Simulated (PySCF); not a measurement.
C2H7NSi3. Atoms are numbered in the order given.

```xyz
13

C      3.3234     0.6881     0.0000
C      2.2719     0.0730     0.0000
Si     0.6653    -0.8022     0.0000
Si    -0.9829     0.0794     1.4469
N     -1.8769     0.5396     0.0000
Si    -0.9829     0.0794    -1.4469
H      4.2528     1.2278     0.0000
H      0.8783    -2.2761     0.0000
H     -0.5727     1.2330     2.3047
H     -1.7185    -0.8839     2.3243
H     -2.7760     1.0158     0.0000
H     -1.7185    -0.8839    -2.3243
H     -0.5727     1.2330    -2.3047
```
Charge 0, spin multiplicity 1.

Geometry: B3LYP-D3(BJ)/def2-SVP. The structure was generated by enumeration, and PubChem lists no compound with its InChIKey, so it may never have been made.

Computed with B3LYP-D3(BJ)/def2-SVP (PySCF 2.14.0).

Frequencies are harmonic and unscaled.

Problem. Give all harmonic wavenumbers and intensities. (An estimate is asked for; the answer gives what the named calculation found.)

Solution. 
| mode | ν (cm⁻¹) | IR (km/mol) | moving atoms (share of kinetic energy) |
|---|---|---|---|
| 1 | 64 | 0.2 | N 34 %, C 28 %, H 19 %, Si 19 % |
| 2 | 95 | 0.3 | Si 47 %, C 33 %, H 19 % |
| 3 | 133 | 0.2 | Si 33 %, H 31 %, N 20 %, C 16 % |
| 4 | 282 | 9.7 | C 70 %, H 23 % |
| 5 | 308 | 13.4 | C 70 %, H 16 %, Si 13 % |
| 6 | 347 | 1.2 | Si 70 %, N 16 %, H 10 % |
| 7 | 397 | 0.0 | Si 62 %, H 37 % |
| 8 | 415 | 2.4 | Si 59 %, H 29 %, C 10 % |
| 9 | 469 | 79.5 | H 83 %, Si 11 % |
| 10 | 473 | 13.1 | H 61 %, Si 31 % |
| 11 | 510 | 17.7 | H 66 %, Si 28 % |
| 12 | 626 | 16.0 | H 86 %, Si 13 % |
| 13 | 653 | 30.2 | Si 43 %, C 41 %, H 14 % |
| 14 | 692 | 0.0 | H 93 % |
| 15 | 701 | 5.8 | N 39 %, H 37 %, Si 22 % |
| 16 | 704 | 90.0 | H 75 %, N 17 % |
| 17 | 721 | 12.3 | H 75 %, Si 18 % |
| 18 | 727 | 35.2 | H 76 %, C 24 % |
| 19 | 740 | 29.1 | H 76 %, C 24 % |
| 20 | 777 | 170.7 | H 83 %, Si 12 % |
| 21 | 851 | 113.1 | H 43 %, N 40 %, Si 17 % |
| 22 | 898 | 344.3 | H 63 %, Si 20 %, N 17 % |
| 23 | 978 | 267.5 | H 96 % |
| 24 | 1008 | 7.5 | H 91 % |
| 25 | 1126 | 96.1 | H 69 %, N 29 % |
| 26 | 2139 | 21.3 | C 90 %, H 9 % |
| 27 | 2184 | 183.0 | H 97 % |
| 28 | 2186 | 239.0 | H 96 % |
| 29 | 2192 | 123.6 | H 97 % |
| 30 | 2197 | 60.9 | H 97 % |
| 31 | 2224 | 98.6 | H 97 % |
| 32 | 3456 | 65.3 | H 86 %, C 14 % |
| 33 | 3579 | 27.7 | H 93 % |
